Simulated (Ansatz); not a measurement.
Relaxation of Na5 with UKS PBE/def2-SVP.

```sh
$ ansatz run in.yaml --threads 4 --pin off --events-out ev --progress --plain --max-ram 3916MiB
```

```yaml
crystal:
  periodic: [false, false, false]
  atoms:
    - {symbol: Na, position_ang: [1.234400, -0.133060, -1.322570]}
    - {symbol: Na, position_ang: [-1.603710, -0.776360, -0.137110]}
    - {symbol: Na, position_ang: [1.031300, -2.292240, 1.415570]}
    - {symbol: Na, position_ang: [-1.124960, 2.260500, -1.449310]}
    - {symbol: Na, position_ang: [0.462980, 0.941160, 1.493420]}
basis:
  gaussian: {orbitals: def2-SVP}
magnetization: {spin_polarized: true, initial_magnetization: 1}
hamiltonian: {xc: pbe}
scf: {omitted_lower_state_checks: [starts]}
output: {orbitals: {seedname: orbitals}}
relax: {f_tol: 0.02, max_steps: 100}
```

It took 45 s on 4 threads of Arm Neoverse V2 on a shared host.

Positions (Å) and forces (eV/Å) at steps 1, 2, 3, 4, 7, 8 of 8:

```xyz
5
step=1 energy=-22057.2136 eV
Na    1.234   -0.133   -1.323    0.358    0.064   -0.181
Na   -1.604   -0.776   -0.137   -0.508   -0.230    0.019
Na    1.031   -2.292    1.416    0.074   -0.190    0.098
Na   -1.125    2.260   -1.449   -0.061    0.156   -0.074
Na    0.463    0.941    1.493    0.137    0.200    0.139
5
step=2 energy=-22057.2799 eV
Na    1.289   -0.110   -1.329    0.256    0.052   -0.125
Na   -1.672   -0.804   -0.127   -0.364   -0.168    0.013
Na    1.027   -2.312    1.418    0.055   -0.152    0.079
Na   -1.135    2.264   -1.456   -0.050    0.124   -0.060
Na    0.491    0.962    1.494    0.103    0.145    0.093
5
step=3 energy=-22057.3734 eV
Na    1.434   -0.030   -1.331    0.067    0.019   -0.040
Na   -1.848   -0.882   -0.102   -0.078   -0.036    0.010
Na    1.016   -2.402    1.450    0.006   -0.035    0.024
Na   -1.183    2.298   -1.493   -0.014    0.028   -0.015
Na    0.581    1.015    1.477    0.020    0.024    0.021
5
step=4 energy=-22057.3775 eV
Na    1.543    0.054   -1.321    0.020   -0.021   -0.094
Na   -1.950   -0.925   -0.056    0.030    0.021    0.011
Na    0.999   -2.458    1.490   -0.010    0.008   -0.004
Na   -1.219    2.333   -1.520    0.010   -0.021    0.008
Na    0.627    0.997    1.408   -0.051    0.014    0.078
5
step=7 energy=-22057.3868 eV rejected
Na    1.557    0.111   -1.507    0.019    0.022    0.038
Na   -1.934   -0.928    0.061   -0.003    0.031    0.021
Na    0.993   -2.409    1.481    0.012   -0.027    0.019
Na   -1.090    2.299   -1.547   -0.021    0.009   -0.005
Na    0.474    0.927    1.513   -0.007   -0.035   -0.073
5
step=8 energy=-22057.3944 eV
Na    1.643    0.160   -1.500   -0.008    0.010    0.005
Na   -1.962   -0.869    0.097    0.002   -0.005    0.003
Na    0.998   -2.459    1.513   -0.005   -0.001    0.002
Na   -1.144    2.292   -1.561    0.007   -0.003   -0.001
Na    0.466    0.876    1.451    0.004   -0.001   -0.009
```

Another isomer (doublet) lies 0.16 eV lower at PBE0/def2-TZVP; other spin states weren't run for this one.
